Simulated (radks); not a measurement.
Spin polarisation of the 2p5 shell in the neon ion Ne+. Start: [He] 2s2 2p(up 2.5, down 2.5); electrons of 2p are moved from spin down to spin up, other shells keep equal spins. Method: scalar-relativistic Kohn-Sham, PBEsol, spin-polarised, spherical densities, point nucleus; computed with a radial shooting solver on a logarithmic mesh with Libxc functionals.

moment (Bohr magnetons)  E - E(0) (eV)  e(2p up) (eV)  e(2p down) (eV)  2s down minus up (eV)  1s down minus up (eV)
0                                0.000        -32.185          -32.185                  0.000                  0.000
0.25                            -0.032        -32.434          -31.925                  0.495                  0.232
0.5                             -0.127        -32.673          -31.655                  0.991                  0.464
0.75                            -0.286        -32.901          -31.373                  1.487                  0.696
1                               -0.509        -33.120          -31.081                  1.986                  0.927

At moment 1 the spin-polarisation energy is -0.509 eV and the 2p exchange splitting 2.039 eV, that is 2.039 eV per Bohr magneton; E = -I m^2/4 would give I = 2.037 eV.
